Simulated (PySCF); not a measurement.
# Sn⁺ (tin, charge +1): UHF calculation

Configuration: [Kr] 4d10 5s2 5p1, 2P determinant. Computed with PySCF 2.14 in def2-SVP with the def2 core potential (28 electrons), with scalar relativity through the core potential.

* Total energy: -213.084290 hartree
* One-electron energy: -369.7474 hartree
* Hartree (Coulomb) energy: 173.5930 hartree
* Exchange energy: -16.9298 hartree
* ⟨S²⟩: 0.7592
* ⟨L²⟩: 2.027
* Sum of ⟨r⟩: 25.70 bohr
* Sum of ⟨r²⟩: 43.70 bohr²
* Traceless quadrupole moment −½Σ⟨3z² − r²⟩ along its main axis: -4.09 e·bohr²
* Time after the integrals: 0.07 s of wall time on 1 thread of Neoverse-V1 (shared host)

```
shell  electrons  mean orbital energy (eV)  spread (eV)  rms radius, mean of both spins (bohr)
 4s α          1                   -167.51            0                                  0.879
 4s β          1                   -167.39            0                                  0.879
 4p α          3                   -118.13        0.133                                  0.953
 4p β          3                   -118.01        0.519                                  0.953
 4d α          5                   -43.677        0.366                                   1.17
 4d β          5                   -43.557        0.594                                   1.17
 5s α          1                   -21.909            0                                   2.54
 5s β          1                   -19.906            0                                   2.54
 5p α          1                   -13.990            0                                   3.17
```

Energies and moments cover only the electrons outside the core potential.
